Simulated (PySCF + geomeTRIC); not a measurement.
Species: H$_{2}$F$_{2}$Si$_{2}$, SMILES `F/[SiH]=[SiH]/F` (charge 0, multiplicity 1).

### Question
Give a relaxed geometry from ωB97X-D3(BJ)/def2-TZVP (PySCF + geomeTRIC).

### Answer
the end point of this relaxation (outside a Z-matrix the atoms follow the SMILES, hydrogens last).
Z-matrix (Å, degrees):
```
Si
F 1 1.6085
H 1 1.4832 2 107.02
Si 1 2.1996 3 118.45 2 132.29
F 4 1.6085 1 115.23 3 51.44
H 4 1.4832 5 107.02 1 -134.03
```
